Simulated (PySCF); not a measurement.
BrGaH3N, SMILES [NH2][GaH][Br].

Coordinates come from a B3LYP-D3(BJ)/def2-SVP optimisation. The structure was generated by enumeration; whether it is a known compound was not checked. One conformer was computed; it need not be the lowest.

Calculation: IEF-PCM-PBE0/def2-SVP (PySCF).

The values are the electrostatic part of the solvation free energy, E(continuum) − E(gas) at the gas-phase geometry, in a cavity of scaled van der Waals radii (PySCF's table); cavitation and dispersion terms are not included. A continuum can't describe solvent molecules that bind to the metal. In vacuum the orbital gap is 6.87 eV. The dipole moment in vacuum is 2.72 D.

Computed values in water (ε = 78.36), N,N-dimethylformamide (ε = 37.22), ethylethanoate (ε = 5.99):
```
solvent                    ε  ΔG(elec) (kcal/mol)  dipole (D)  gap (eV)
---------------------  -----  -------------------  ----------  --------
water                  78.36                 -4.5        3.48      6.93
N,N-dimethylformamide  37.22                 -4.4        3.47      6.93
ethylethanoate          5.99                 -3.5        3.32      6.92
```
